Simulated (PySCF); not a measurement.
Species: `CC1=C[C@@H](OC=O)OC1`. The columns A, B, C and D hold Mulliken, IAO, Hirshfeld and ESP-fitted charges (e) of one PBE0/pcSseg-1 density (PySCF), in a shuffled order. Coordinates in Å (PBE0-D3(BJ)/def2-SVP); the density's dipole moment is (3.62, 0.04, -2.03) D.

| atom | x | y | z | A | B | C | D |
| --- | --- | --- | --- | --- | --- | --- | --- |
| C1 | 3.139 | 0.108 | -0.793 | -0.422 | -0.107 | -0.148 | -0.554 |
| C2 | 1.778 | -0.052 | -0.218 | +0.016 | +0.011 | -0.395 | +0.345 |
| C3 | 0.718 | 0.756 | -0.313 | -0.204 | -0.077 | -0.095 | -0.698 |
| C4 | -0.447 | 0.122 | 0.375 | +0.248 | +0.103 | +0.378 | +0.700 |
| O5 | -1.382 | -0.308 | -0.638 | -0.361 | -0.121 | -0.452 | -0.442 |
| C6 | -2.685 | -0.224 | -0.362 | +0.405 | +0.177 | +0.432 | +0.582 |
| O7 | -3.179 | 0.237 | 0.625 | -0.443 | -0.252 | -0.406 | -0.510 |
| O8 | 0.067 | -0.980 | 1.039 | -0.379 | -0.144 | -0.496 | -0.456 |
| C9 | 1.376 | -1.252 | 0.590 | -0.058 | +0.004 | +0.197 | +0.041 |
| H10 | 3.905 | 0.115 | -0.001 | +0.154 | +0.051 | +0.134 | +0.149 |
| H11 | 3.228 | 1.040 | -1.368 | +0.155 | +0.053 | +0.128 | +0.181 |
| H12 | 3.383 | -0.733 | -1.463 | +0.154 | +0.052 | +0.135 | +0.152 |
| H13 | 0.657 | 1.704 | -0.848 | +0.159 | +0.057 | +0.082 | +0.267 |
| H14 | -1.009 | 0.750 | 1.083 | +0.162 | +0.040 | +0.141 | +0.042 |
| H15 | -3.259 | -0.647 | -1.215 | +0.126 | +0.061 | +0.105 | +0.032 |
| H16 | 2.029 | -1.412 | 1.466 | +0.149 | +0.049 | +0.131 | +0.082 |
| H17 | 1.409 | -2.176 | -0.020 | +0.141 | +0.044 | +0.128 | +0.088 |

**Question.** Which column most likely holds the ESP-fitted charges?

**Answer.** D. Σ q r misses the density's dipole by 0.03 D (D), 0.42 D (A), 1.05 D (B), 1.25 D (C). Charges fitted to the outside potential are the only set here that is tied to the molecule's multipoles.

**Question.** And the Hirshfeld charges?

**Answer.** B. The mean sizes are 0.083 e (B), 0.220 e (A), 0.234 e (C), 0.313 e (D), and Hirshfeld charges are commonly the smallest of these schemes.

As computed, A = IAO, B = Hirshfeld, C = Mulliken, D = ESP-fitted. Hydrogens on carbon: IAO +0.13 to +0.16, Hirshfeld +0.04 to +0.06, Mulliken +0.08 to +0.14, ESP-fitted +0.03 to +0.27 e.

The IAO scheme projects the occupied orbitals on a minimal set of polarised atomic orbitals and counts the electrons in each atom's part of it. The Mulliken scheme counts on each atom the diagonal of the density matrix times the overlap matrix over that atom's basis functions.

One conformer (not necessarily the lowest) at the PBE0-D3(BJ)/def2-SVP geometry, without solvent, vibrations or thermal averaging.

These values come from a run that also computed NMR shieldings. On an x86-64 server with one thread, no GPU, shared host, this took 39 s wall, 31 s CPU.

Shape of the structure used: `[CH3:1][C:2]1=[CH:3][C@@H:4]([O:5][CH:6]=[O:7])[O:8][CH2:9]1`: C3–C4–O5–C6 -145°, C4–O5–C6–O7 4°.
